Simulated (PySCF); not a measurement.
CHAlClF3O, singlet, at a GFN2-xTB geometry (such geometries of metal compounds can be far from the true shape), with bond 3-2 at 1.4 times its length; CASSCF(2,2)/STO-3G (PySCF).

Input for PySCF:
```python
from pyscf import gto, scf, mcscf
import numpy

mol = gto.Mole()
mol.atom = '''
    Al   -0.048151    0.082460    0.898939
    C     0.333438   -0.511334   -1.059200
    F    -0.893414    0.171512   -2.328520
    F     0.268636   -1.858154   -1.176994
    F     1.557844   -0.174595   -1.528233
    Cl   -1.120787    1.769478    1.114857
    O     0.633337   -0.988953    1.916553
    H     1.059656   -1.666459    2.423762
'''
mol.basis = 'sto-3g'
mol.charge = 0
mol.spin = 0
mol.verbose = 4
mol.build()

mf = scf.RHF(mol)
mf.kernel()
mc = mcscf.CASSCF(mf, 2, 2)
mc.fix_spin_(ss=0.0)
mc.kernel()
occ = numpy.linalg.eigvalsh(mc.fcisolver.make_rdm1(mc.ci, mc.ncas, mc.nelecas))[::-1]
ss = mc.fcisolver.spin_square(mc.ci, mc.ncas, mc.nelecas)[0]
print('natural occupations', occ.round(4), ' <S^2>', round(ss, 4))
```

What the program printed (banner, timings and long lists left out):

```
PySCF version 2.14.0

[INPUT] verbose = 4
[INPUT] num. atoms = 8
[INPUT] num. electrons = 72
[INPUT] charge = 0
[INPUT] spin (= nelec alpha-beta = 2S) = 0
[INPUT] symmetry False subgroup None
[INPUT] Mole.unit = angstrom
[INPUT] Symbol           X                Y                Z      unit          X                Y                Z       unit  Magmom
[INPUT]  1 Al    -0.048151000000   0.082460000000   0.898939000000 AA   -0.090992202624   0.155826816232   1.698748512690 Bohr   0.0
[INPUT]  2 C      0.333438000000  -0.511334000000  -1.059200000000 AA    0.630106499523  -0.966281218178  -2.001597911139 Bohr   0.0
[INPUT]  3 F     -0.893414000000   0.171512000000  -2.328520000000 AA   -1.688307775852   0.324110707076  -4.400265075572 Bohr   0.0
[INPUT]  4 F      0.268636000000  -1.858154000000  -1.176994000000 AA    0.507648467199  -3.511402157265  -2.224196310256 Bohr   0.0
[INPUT]  5 F      1.557844000000  -0.174595000000  -1.528233000000 AA    2.943898504797  -0.329936732718  -2.887941824522 Bohr   0.0
[INPUT]  6 Cl    -1.120787000000   1.769478000000   1.114857000000 AA   -2.117980473973   3.343828803443   2.106774398054 Bohr   0.0
[INPUT]  7 O      0.633337000000  -0.988953000000   1.916553000000 AA    1.196833474554  -1.868850320067   3.621760273214 Bohr   0.0
[INPUT]  8 H      1.059656000000  -1.666459000000   2.423762000000 AA    2.002459626252  -3.149151107817   4.580246371128 Bohr   0.0

nuclear repulsion = 430.816808617613
number of shells = 26
number of NR pGTOs = 132
number of NR cGTOs = 44
basis = sto-3g
ecp = {}

******** <class 'pyscf.scf.hf.RHF'> ********
method = RHF
initial guess = minao
damping factor = 0
level_shift factor = 0
DIIS = <class 'pyscf.scf.diis.CDIIS'>
diis_start_cycle = 1
diis_space = 8
diis_damp = 0
SCF conv_tol = 1e-09
SCF conv_tol_grad = None
SCF max_cycles = 50
direct_scf = True
direct_scf_tol = 1e-13
Set gradient conv threshold to 3.16228e-05
Initial guess from minao.
init E= -1099.18813466713
  HOMO = -0.430016551570721  LUMO = -0.0735786061025554  gap/eV = 9.69917
cycle= 1 E= -1099.14537856596  delta_E= 0.0428  |g|= 0.873  |ddm|= 3.48
  HOMO = -0.0761516224405434  LUMO = 0.167974264692886  gap/eV = 6.64300
cycle= 2 E= -1099.4354277131  delta_E= -0.29  |g|= 0.505  |ddm|= 2.11
  HOMO = -0.244228934015657  LUMO = 0.243045489499454  gap/eV = 13.25941
cycle= 3 E= -1099.52919352536  delta_E= -0.0938  |g|= 0.0613  |ddm|= 0.73
  HOMO = -0.268887795825528  LUMO = 0.258664500845067  gap/eV = 14.35543
cycle= 4 E= -1099.53221076391  delta_E= -0.00302  |g|= 0.0198  |ddm|= 0.164
  HOMO = -0.274455775714056  LUMO = 0.257807146882322  gap/eV = 14.48361
cycle= 5 E= -1099.53252469465  delta_E= -0.000314  |g|= 0.00521  |ddm|= 0.0561
  HOMO = -0.273682545682941  LUMO = 0.256968968923548  gap/eV = 14.43976
cycle= 6 E= -1099.53254874383  delta_E= -2.4e-05  |g|= 0.00136  |ddm|= 0.015
  HOMO = -0.273866137214083  LUMO = 0.257517436786398  gap/eV = 14.45968
cycle= 7 E= -1099.53255076735  delta_E= -2.02e-06  |g|= 0.000465  |ddm|= 0.00431
  HOMO = -0.274043509263433  LUMO = 0.257581402533501  gap/eV = 14.46625
cycle= 8 E= -1099.53255107828  delta_E= -3.11e-07  |g|= 0.000212  |ddm|= 0.00176
  HOMO = -0.273985643507863  LUMO = 0.257554560377875  gap/eV = 14.46395
cycle= 9 E= -1099.53255116745  delta_E= -8.92e-08  |g|= 8.21e-05  |ddm|= 0.00106
  HOMO = -0.273990685346018  LUMO = 0.257565203796291  gap/eV = 14.46437
cycle= 10 E= -1099.5325511823  delta_E= -1.48e-08  |g|= 2.24e-05  |ddm|= 0.00052
  HOMO = -0.273989213492941  LUMO = 0.257563318133602  gap/eV = 14.46428
cycle= 11 E= -1099.53255118314  delta_E= -8.37e-10  |g|= 6.42e-06  |ddm|= 0.000116
  HOMO = -0.273988850875685  LUMO = 0.257563728609131  gap/eV = 14.46428
Extra cycle  E= -1099.53255118318  delta_E= -3.73e-11  |g|= 3.45e-06  |ddm|= 1.31e-05
converged SCF energy = -1099.53255118318

******** <class 'pyscf.mcscf.mc1step.CASSCF'> ********
CAS (1e+1e, 2o), ncore = 35, nvir = 7
max_cycle_macro = 50
max_cycle_micro = 4
conv_tol = 1e-07
conv_tol_grad = None
orbital rotation max_stepsize = 0.02
orbital rotation threshold for CI restart = 0.01
augmented hessian ah_max_cycle = 30
augmented hessian ah_conv_tol = 1e-12
augmented hessian ah_linear dependence = 1e-14
augmented hessian ah_level shift = 1e-08
augmented hessian ah_start_tol = 2.5
augmented hessian ah_start_cycle = 3
augmented hessian ah_grad_trust_region = 3
kf_trust_region = 3
kf_interval = 4
ci_response_space = 4
ci_grad_trust_region = 3
with_dep4 0
natorb = False
canonicalization = True
sorting_mo_energy = False
ao2mo_level = 2
internal_rotation = False
******** <class 'pyscf.fci.addons.SpinPenaltyFCISolver'> ********
max. cycles = 50
conv_tol = 1e-08
davidson only = True
linear dependence = 1e-12
level shift = 0.001
max iter space = 12
nroots = 1
pspace_size = 400
spin = None
CASCI E = -1099.54219270315  S^2 = 0.0000000
Set conv_tol_grad to 0.000316228
macro iter   1 ( 21 JK    4 micro), CASSCF E = -1099.57701447813  dE = -3.48217750e-02  S^2 = 0.0000000
               |grad[o]|=0.0331  |grad[c]|=0.0342  |ddm|=0.103  |maxRot[o]|=0.314
macro iter   2 ( 21 JK    4 micro), CASSCF E = -1099.61097027885  dE = -3.39558007e-02  S^2 = 0.0000000
               |grad[o]|=0.0632  |grad[c]|=0.0394  |ddm|=0.0646  |maxRot[o]|=0.314
macro iter   3 ( 14 JK    4 micro), CASSCF E = -1099.61329431424  dE = -2.32403539e-03  S^2 = 0.0000000
               |grad[o]|=0.0265  |grad[c]|=0.00299  |ddm|=0.00664  |maxRot[o]|=0.0978
macro iter   4 (  5 JK    2 micro), CASSCF E = -1099.61329535989  dE = -1.04564106e-06  S^2 = 0.0000000
               |grad[o]|=0.000464  |grad[c]|=3.64e-06  |ddm|=0.000162  |maxRot[o]|=0.00154
macro iter   5 (  1 JK    1 micro), CASSCF E = -1099.61329535989  dE =  0.00000000e+00  S^2 = 0.0000000
               |grad[o]|=2.81e-05  |grad[c]|=1.8e-08  |ddm|=    0  |maxRot[o]|=    0
1-step CASSCF converged in   5 macro ( 62 JK  15 micro) steps
CASSCF canonicalization
Density matrix diagonal elements [1.77805547 0.22194453]
CASSCF energy = -1099.61329535989
CASCI E = -1099.61329535989  E(CI) = -1.36004560199603  S^2 = 0.0000000
natural occupations [1.7815 0.2185]  <S^2> 0.0
```
